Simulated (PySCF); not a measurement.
Structure revision by computed shifts

A compound C$_{4}$H$_{11}$NOSi$_{3}$ gives the data below (simulated from a calculation) and was assigned the structure `COC[Si]1(C#N)[SiH2]C[SiH2]1`.

¹³C{¹H} NMR (computed): δ 154.2 (C), 109.9 (C), 95.5 (C), -0.7 (CH3).

¹H NMR (300 MHz, computed): δ 5.15 (br, 1H), 4.69 (m, 1H), 4.64 (br, 1H), 3.70 (m, 3H), 3.37 (m, 1H), 3.21 (m, 1H), 0.40 (d, 3H).

[PySCF 2.14.0 with density-fitted response routines: PBE0/pcSseg-1 with gauge-including orbitals; GFN2-xTB structure; one averaged value for each set of equivalent atoms; in vacuum; no relativistic terms; single conformer]

Referencing at the same level of theory: ¹H (σref 31.72) and ¹³C (σref 186.93) vs TMS.

Q: Compare with the shifts computed for the proposed structure, pairing carbons in order of shift.

A: Structure with atom numbers: `[CH3:1][O:2][CH2:3][Si:4]1([C:5]#[N:6])[SiH2:7][CH2:8][SiH2:9]1` (H(Xn): hydrogen on atom n).

```json
{"atom": "C5", "computed for proposal": "123.6", "given list": "154.2", "difference": "-30.6"}
{"atom": "C3", "computed for proposal": "67.6", "given list": "109.9", "difference": "-42.3"}
{"atom": "C1", "computed for proposal": "65.3", "given list": "95.5", "difference": "-30.2"}
{"atom": "C8", "computed for proposal": "-9.6", "given list": "-0.7", "difference": "-8.9"}
```

The rms difference is 30.5 ppm and the largest -42.3 ppm at C3 (sp3 CH2 bonded to O and Si). The carbon types in order of shift don't match either: C, CH2, CH3, CH2 for the proposal against C, C, C, CH3 in the data. The proposal doesn't fit.

Q: Which isomer fits?

A: `C[Si@H](C#CC(N)=O)[SiH2][SiH3]`.

1. Carbon types of the structure: 3 × C, 1 × CH3, leaving 8 H on heteroatoms.
2. δC 154.2: amide carbonyl carbon; it is a carbonyl in resonance with an O or N lone pair, the region of acids, esters and amides.
3. δC 109.9, 95.5: alkyne carbon.
4. δH 5.15, 4.64: hydrogen on an amide-type nitrogen; exchangeable, gas-phase position.
5. δH 0.40: hydrogen on a methyl carbon bonded to Si; an electropositive neighbour shields it, as in TMS itself.

Other isomers checked: NC(=O)C1=C[SiH2]C1([SiH3])[SiH3] (rms 36.5 ppm).

The data come from this structure; uniqueness wasn't tested.

OH/NH shifts are gas-phase values; hydrogen bonding in solution moves them, usually downfield. Rotation about the amide-type C–N bond is slow at room temperature, so the two groups on nitrogen are listed apart. Shifts are as computed. Against solution values, carbons near 30 ppm lie about +3 ppm off and those near 130 ppm about +5 ppm. Of 1211 compounds with measured shifts, 218 miss one by over three times the rms of a fit or turn the order of signals round; such compounds aren't used in these exercises. Hydrogen bonding in solution deshields acid and N–H amide carbonyl carbons by as much as 10 ppm beyond these values. No couplings were computed; multiplicities are counted from neighbouring protons, with m where these are inequivalent, close in shift, in a saturated or five-membered ring or joined by F or P, and br s for small geminal =CH2 splittings.
